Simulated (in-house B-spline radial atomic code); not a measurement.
# Ionising W with different functionals

Computed with an all-electron radial atomic-structure program (B-spline basis): scalar-relativistic (spin-free X2C) Hamiltonian, Fermi nucleus of rms radius 5.3658 fm, spin-polarised at highest spin, spherical fractional occupations for the functionals, and exact exchange of hybrids averaged over the configuration. The ionisation energy is the difference of two self-consistent energies, [Xe] 4f14 5d4 6s2 → [Xe] 4f14 5d4 6s1, without Breit or QED terms; ε is the level of the shell that loses the electron (its least bound occupied spin orbital). There is no spin-orbit coupling in this Hamiltonian.

```
   method                    rung  ΔSCF (eV)  -ε(6s) (eV)
     PBE0           global hybrid       7.29         5.32
    B3LYP           global hybrid       7.81         5.47
    TPSSh           global hybrid       7.30         4.88
   M06-2X           global hybrid          ?            ?
BHandHLYP           global hybrid       7.49         6.01
  r2SCAN0           global hybrid       7.12         5.42
    B97-1           global hybrid          ?            ?
    HSE06  range-separated hybrid       7.32         5.01
    wB97X  range-separated hybrid       8.21         7.65
CAM-B3LYP  range-separated hybrid       7.75         6.58
  LC-wPBE  range-separated hybrid       7.07         7.22
```

**Question.** What does B97-1 give?

**Answer.** ΔSCF 8.08 eV, and -ε(6s) = 5.38 eV.

**Question.** What does M06-2X give?

**Answer.** ΔSCF 8.12 eV, and -ε(6s) = 5.84 eV.

**Question.** Among the functionals, which spreads more, the ΔSCF values or the orbital energies?

**Answer.** The orbital energies: ΔSCF values span about 1.14 eV and the orbital energies 2.77 eV.

**Question.** How do they compare with the NIST value?

**Answer.** NIST lists 7.864 eV (measured, ground level to ground level). Errors run from -0.80 to +0.34 eV; B3LYP is closest (-0.05 eV), but part of that can be cancellation, since the calculations leave out spin-orbit coupling, Breit-QED terms, multiplet and fine-structure energies.
